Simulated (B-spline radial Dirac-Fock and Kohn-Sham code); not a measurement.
**Isotope-shift constants of Kα1, Sb to Yb**

These are calculated numbers from a B-spline atomic structure program; the model is first-order field-shift and mass-shift constants from Dirac-Fock ground and hole states with a Fermi nucleus; the mass shift has no relativistic recoil terms. δE = F·δ⟨r²⟩ + K·δ(1/M); mass constants are not given above Z = 50.

| Z | element | F (meV/fm²) | F of K (meV/fm²) | F of L1 (meV/fm²) |
| --- | --- | --- | --- | --- |
| 51 | Sb | -89.3 | -88.7 | -10.4 |
| 52 | Te | -99.1 | -98.4 | -11.6 |
| 53 | I | -110 | -109 | -13.0 |
| 54 | Xe | -122 | -121 | -14.5 |
| 55 | Cs | -135 | -134 | -16.2 |
| 56 | Ba | -149 | -148 | -18.0 |
| 57 | La | -165 | -164 | -20.1 |
| 58 | Ce | -183 | -181 | -22.4 |
| 59 | Pr | -202 | -200 | -25.0 |
| 60 | Nd | -223 | -221 | -27.8 |
| 61 | Pm | -245 | -244 | -30.8 |
| 62 | Sm | -269 | -267 | -34.1 |
| 63 | Eu | -296 | -294 | -37.9 |
| 64 | Gd | -324 | -322 | -41.9 |
| 65 | Tb | -360 | -358 | -46.9 |
| 66 | Dy | -393 | -390 | -51.6 |
| 67 | Ho | -432 | -430 | -57.3 |
| 68 | Er | -474 | -471 | -63.4 |
| 69 | Tm | -521 | -518 | -70.3 |
| 70 | Yb | -570 | -567 | -77.6 |
